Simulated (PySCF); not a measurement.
Atoms are numbered as in `[BH3-:1][P+:2]([CH3:3])([CH3:4])[CH3:5]`; H(Xn) means a hydrogen on atom n.

Geometry: PBE0-D3(BJ)/def2-SVP; GIAO absolute shieldings from PySCF, gas phase, non-relativistic, averaged over equivalent atoms.

At LDA/pcSseg-1 (152 basis functions, 18 s wall time on 1 thread of an Arm Neoverse V1, shared host):
```
            atoms  σ (ppm)
               B1    141.7
               P2    299.1
         C3/C4/C5    163.3
H(C3)/H(C4)/H(C5)    29.67
            H(B1)    29.92
```

Task: What do these become at KT2/pcSseg-1?

Result: 
```csv
atoms,σ at KT2/pcSseg-1,change
B1,145.5,+3.8
P2,348.1,+49.0
C3/C4/C5,167.4,+4.1
H(C3)/H(C4)/H(C5),30.04,+0.37
H(B1),30.33,+0.41
```

The largest change is at P2 (phosphorus bonded to 3 C, B). Cost: 152 basis functions, 21 s wall time on 1 thread of an Arm Neoverse V1, shared host.
